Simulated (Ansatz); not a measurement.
Program: Ansatz. Geometries: PBE0-D4/def2-TZVP. ΔE: electronic, gas phase. CCSD(T)/CBS is the MP2 limit (def2-TZVPP, def2-QZVPP) plus CCSD(T) − MP2 in def2-TZVPP, frozen cores. Functionals use def2-TZVPP. Each species was taken in one conformer, which may not be the lowest.

`[AlH2][NH][SiH2][SiH3]` + `[OH][Al]([Cl])[Cl]` → `[SiH3][O][Al]([Cl])[Cl]` + `[AlH2][NH][SiH3]`  (cleavage of the Si–Si bond)

```json
{"level": "PBE0-D4", "ΔE (eV)": "-0.94"}
{"level": "r2SCAN", "ΔE (eV)": "-1.06"}
```

Task: What does CCSD(T)/CBS give? (Best estimate.)

Result: Computed: -1.14 eV. The listed levels differ from it by 0.20, 0.08 eV.

Largest T1 diagnostic among the species: 0.013.

From PBE to PBE0 (25 % exact exchange), in def2-TZVPP and without D4, ΔE moves by −0.11 eV. In def2-TZVPP, CCSD(T) changes the Hartree–Fock value by +0.34 eV (the triples alone add +0.05 eV) and MP2 by +0.26 eV.
